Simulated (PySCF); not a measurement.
CuI2, SMILES [I][Cu-][I], charge -1, multiplicity 1. The structure is a stationary point at PBE0-D3(BJ)/def2-SVPD. The spin state was assumed, not searched. The def2 effective core potentials stand for the cores of I; spin–orbit coupling is left out.

### Question
Give the equilibrium geometry at PBE0-D3(BJ)/def2-SVPD (PySCF confirms it by a frequency run) as a Z-matrix, and its point group. (The exact figures need the calculation; the answer reports its results.)

### Answer
point group D∞h.
```
Cu
I 1 2.4587
I 1 2.4587 2 180.00
```
Charge -1, spin multiplicity 1.
